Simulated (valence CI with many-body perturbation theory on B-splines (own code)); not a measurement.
**Au³⁹⁺: M1 decay**

Computed by configuration interaction combined with many-body perturbation theory (CI+MBPT): four valence electrons over a frozen Dirac-Fock core [Kr], radial functions for each j: 9 s, 9 p, 10 d, 8 f, 5 g, 3 h, 1 i, with the one-electron correlation potential Σ1 (screened to all orders), the two-electron term Σ2, the three-electron term Σ3, Breit, model QED; selected single and double excitations, second order for the rest (own B-spline code, finite nucleus).

The last digits are not significant, and no measured levels were compared; by estimate large intervals hold to a few tenths of a per cent, small ones and those within an open d or f shell to about a per cent. Only levels of the ground parity were solved; by the run's estimate the other parity begins above the list, which can be wrong where configurations are misplaced.

Lines 1 to 50 of 117 in falling wavelength, among levels below 1002700 cm⁻¹, chosen from the decays that carry over 1 % of a level's rate. Wavelengths and rates use the calculated energies. Weak lines are less certain than strong ones. Lines between different terms over intervals too small for the method are left out, as are lines whose strength nearly cancels. The highest levels of a list are the least certain. Branching is blank where the lifetime is uncertain.

Levels are named by their leading jj configuration (3d3/2^4 stands for four electrons in 3d with j = 3/2), which in mixed levels can hold well under half, so a name can repeat and another be missing. Letters in brackets count levels of one name in rising energy.

```csv
λ vac (Å),Upper,Lower,Type,A (s⁻¹),Branch %
8542,(4d3/2^3 4d5/2) J=3,(4d3/2^3 4d5/2) J=2,M1,2.06e+01,31.9
8049,(4d3/2^2 4d5/2^2) J=6,(4d3/2^2 4d5/2^2) J=5,M1,1.38e+01,45.2
5801,(4d3/2^3 4d5/2) J=3,(4d3/2^3 4d5/2) J=4,M1,4.40e+01,68.0
2229,(4d3/2^2 4d5/2^2) J=4 [b],(4d3/2^2 4d5/2^2) J=3 [a],M1,5.75e+02,1.9
2024,(4d3/2^3 4d5/2) J=2,(4d3/2^3 4d5/2) J=1,M1,1.98e+03,95.2
1814,(4d3/2^2 4d5/2^2) J=2 [d],(4d3/2^2 4d5/2^2) J=2 [c],M1,1.39e+03,9.5
1614,(4d3/2^2 4d5/2^2) J=2 [b],(4d3/2^2 4d5/2^2) J=2 [a],M1,1.23e+03,2.8
1546,(4d3/2^2 4d5/2^2) J=4 [c],(4d3/2^2 4d5/2^2) J=3 [b],M1,6.28e+02,
1539,(4d3/2 4d5/2^3) J=0,(4d3/2 4d5/2^3) J=1 [a],M1,2.35e+03,1.5
1025,(4d3/2^2 4d5/2^2) J=2 [d],(4d3/2^2 4d5/2^2) J=2 [b],M1,1.03e+03,7.0
956.4,(4d3/2^2 4d5/2^2) J=2 [d],(4d3/2^2 4d5/2^2) J=3 [b],M1,3.26e+02,2.2
901.1,(4d3/2^2 4d5/2^2) J=4 [c],(4d3/2^2 4d5/2^2) J=4 [a],M1,3.42e+03,
872.7,(4d3/2 4d5/2^3) J=1 [b],(4d3/2^2 4d5/2^2) J=0 [b],M1,1.18e+04,4.5
852.2,(4d3/2 4d5/2^3) J=3 [b],(4d3/2^2 4d5/2^2) J=2 [d],M1,3.82e+03,1.8
851.0,(4d3/2^2 4d5/2^2) J=2 [d],(4d3/2^2 4d5/2^2) J=1,M1,3.34e+02,2.3
839.6,(4d3/2 4d5/2^3) J=2 [b],(4d3/2 4d5/2^3) J=3 [a],M1,3.02e+03,1.6
743.0,(4d5/2^4) J=4,(4d3/2 4d5/2^3) J=3 [c],M1,5.14e+03,1.1
682.1,(4d3/2^2 4d5/2^2) J=2 [d],(4d3/2^2 4d5/2^2) J=3 [a],M1,1.35e+03,9.2
669.4,(4d3/2^2 4d5/2^2) J=2 [a],(4d3/2^3 4d5/2) J=3,M1,2.72e+03,1.1
632.7,(4d3/2^2 4d5/2^2) J=4 [a],(4d3/2^3 4d5/2) J=3,M1,1.54e+04,10.9
626.9,(4d3/2^2 4d5/2^2) J=2 [d],(4d3/2^2 4d5/2^2) J=2 [a],M1,2.34e+02,1.6
626.9,(4d3/2 4d5/2^3) J=3 [a],(4d3/2^2 4d5/2^2) J=2 [b],M1,4.12e+03,1.1
620.7,(4d3/2^2 4d5/2^2) J=2 [a],(4d3/2^3 4d5/2) J=2,M1,4.17e+04,16.6
616.1,(4d3/2^2 4d5/2^2) J=3 [a],(4d3/2^3 4d5/2) J=3,M1,8.13e+04,57.7
611.0,(4d3/2 4d5/2^3) J=3 [a],(4d3/2^2 4d5/2^2) J=4 [b],M1,1.26e+04,3.5
608.8,(4d3/2 4d5/2^3) J=1 [b],(4d3/2^2 4d5/2^2) J=2 [d],M1,4.46e+04,16.9
605.9,(4d3/2 4d5/2^3) J=3 [c],(4d3/2^2 4d5/2^2) J=2 [d],M1,1.36e+04,7.5
604.7,(4d3/2 4d5/2^3) J=2 [a],(4d3/2^2 4d5/2^2) J=2 [c],M1,1.16e+04,4.0
598.1,(4d3/2^2 4d5/2^2) J=0 [b],(4d3/2^2 4d5/2^2) J=1,M1,3.38e+04,37.7
595.4,(4d5/2^4) J=2,(4d3/2 4d5/2^3) J=3 [c],M1,2.19e+04,4.5
579.8,(4d3/2 4d5/2^3) J=3 [b],(4d3/2^2 4d5/2^2) J=2 [c],M1,3.60e+03,1.7
574.7,(4d3/2^2 4d5/2^2) J=3 [a],(4d3/2^3 4d5/2) J=2,M1,5.93e+04,42.1
570.4,(4d3/2^2 4d5/2^2) J=4 [a],(4d3/2^3 4d5/2) J=4,M1,1.26e+05,89.1
567.3,(4d3/2 4d5/2^3) J=1 [a],(4d3/2^2 4d5/2^2) J=2 [b],M1,1.55e+04,3.4
566.5,(4d3/2^3 4d5/2) J=1,(4d3/2^4) J=0,M1,1.39e+05,100.0
552.3,(4d3/2 4d5/2^3) J=2 [b],(4d3/2^2 4d5/2^2) J=2 [d],M1,8.80e+03,4.6
548.6,(4d5/2^4) J=4,(4d3/2 4d5/2^3) J=3 [b],M1,1.83e+04,3.9
538.0,(4d3/2 4d5/2^3) J=5,(4d3/2^2 4d5/2^2) J=4 [b],M1,6.37e+04,36.0
529.3,(4d3/2 4d5/2^3) J=4 [a],(4d3/2^2 4d5/2^2) J=5,M1,1.46e+04,4.6
510.2,(4d3/2^2 4d5/2^2) J=5,(4d3/2^3 4d5/2) J=4,M1,7.29e+04,99.9
509.6,(4d3/2 4d5/2^3) J=1 [a],(4d3/2^2 4d5/2^2) J=1,M1,8.47e+04,18.6
495.3,(4d3/2 4d5/2^3) J=5,(4d3/2^2 4d5/2^2) J=6,M1,3.43e+04,19.4
492.3,(4d3/2^2 4d5/2^2) J=1,(4d3/2^3 4d5/2) J=2,M1,1.46e+05,98.3
489.4,(4d3/2^2 4d5/2^2) J=3 [b],(4d3/2^3 4d5/2) J=3,M1,1.89e+04,18.9
488.0,(4d3/2 4d5/2^3) J=3 [c],(4d3/2^2 4d5/2^2) J=4 [c],M1,8.28e+04,45.7
486.9,(4d3/2 4d5/2^3) J=4 [a],(4d3/2^2 4d5/2^2) J=3 [a],M1,7.61e+04,23.8
485.3,(4d3/2 4d5/2^3) J=6,(4d3/2^2 4d5/2^2) J=6,M1,6.86e+04,45.4
482.7,(4d3/2^2 4d5/2^2) J=4 [b],(4d3/2^3 4d5/2) J=3,M1,2.91e+04,94.7
481.9,(4d3/2^2 4d5/2^2) J=0 [a],(4d3/2^3 4d5/2) J=1,M1,3.65e+05,100.0
481.2,(4d3/2 4d5/2^3) J=2 [a],(4d3/2^2 4d5/2^2) J=2 [b],M1,7.20e+04,24.5
```
